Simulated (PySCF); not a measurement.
## Core-level binding energies of `O=C[SiH2]F`

Compound: CH₃FOSi.
Atom-mapped SMILES: `[O:1]=[CH:2][SiH2:3][F:4]`

Structure used (PBE0-D3(BJ)/def2-SVP), in Å, numbered top down from 1:
```
atom  x, y, z in Å
O1     1.8535   -0.9138   -0.0853
C2     1.1714    0.0820   -0.1116
Si3   -0.7220   -0.1413    0.1214
F4    -1.4687    1.3033    0.0740
H5     1.6393    1.0933   -0.2675
H6    -0.9595   -0.7664    1.4492
H7    -1.2319   -0.9878   -0.9898
```

Method: PySCF 2.14.0, delta-SCF UKS SCAN, pcX-2 on the ionised atom, pcseg-1 elsewhere, spin-free X2C. These are vertical core ionisation energies against the vacuum level, from separate self-consistent calculations with and without the core hole.

**Question.** List the computed XPS lines with their assignment.

**Answer.** 
| atom(s) | environment | level | binding energy (eV) | 2p1/2 (eV) | count |
| --- | --- | --- | --- | --- | --- |
| Si3 | fluorine-bound silicon | Si 1s | 1848.40 | – | 1 |
| F4 | silicon-bound fluorine | F 1s | 692.76 | – | 1 |
| O1 | carbonyl oxygen | O 1s | 538.91 | – | 1 |
| C2 | carbonyl carbon | C 1s | 293.77 | – | 1 |
| Si3 | fluorine-bound silicon | Si 2p3/2 | 108.56 | 109.19 | 1 |

**Question.** What is the longest wavelength that can ionise O 1s of O1 vertically?

**Answer.** λ = hc/E = 12398.42 eV Å / 538.91 eV = 23.006 Å.

The unrestricted hole states depart most from a pure doublet (⟨S²⟩ = 0.75; over 0.85 named) for C 1s of C2 (0.89), which makes this value less certain. The 2p values add to the ΔSCF energy of one spin-free hole a correction within the shell (spin–orbit coupling, ligand field). 2p1/2 minus 2p3/2 (ligand field included): Si 0.63 eV. The structure is a single PBE0-D3(BJ)/def2-SVP conformer in the gas phase; no vibrational or solvent corrections.
